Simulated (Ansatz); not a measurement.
Computed with Ansatz on PBE0-D4/def2-TZVP structures; ΔE is electronic, products minus reactants. CCSD(T)/CBS is the MP2 limit (def2-TZVPP, def2-QZVPP) plus CCSD(T) − MP2 in def2-TZVPP, frozen cores. DFT in def2-TZVPP. Each species was taken in one conformer, which may not be the lowest.

Consider the cleavage of the P–Si bond: `P[SiH2]C1CC1` + `CCN[SiH3]` → `CCN([SiH3])P` + `[SiH3]C1CC1`.

CCSD(T)/CBS gives +34.7 kJ/mol.

**Question.** Another level gave +43.6 kJ/mol. Which?
A. B2PLYP/def2-TZVPP
B. r2SCAN/def2-TZVPP
C. MP2/def2-TZVPP
D. PBE/def2-TZVPP

**Answer.** B. r2SCAN 43.6, MP2/def2-TZVPP 30.8, B2PLYP 35.3, PBE 48.8 kJ/mol.

Largest T1 diagnostic among the species: 0.011.

The D4 term adds −7.9 kJ/mol with B3LYP and −4.1 kJ/mol with PBE0; it sums over pairs of atoms, weighted by their polarisabilities, and B3LYP, whose exchange is more repulsive, gets the larger term.

CCSD(T)/CBS has its own doubt, a few kJ/mol and more with outer-core shells, so smaller differences from it don't rank the levels.

B3LYP here is the variant with VWN-RPA as its local correlation; programs differ in this.
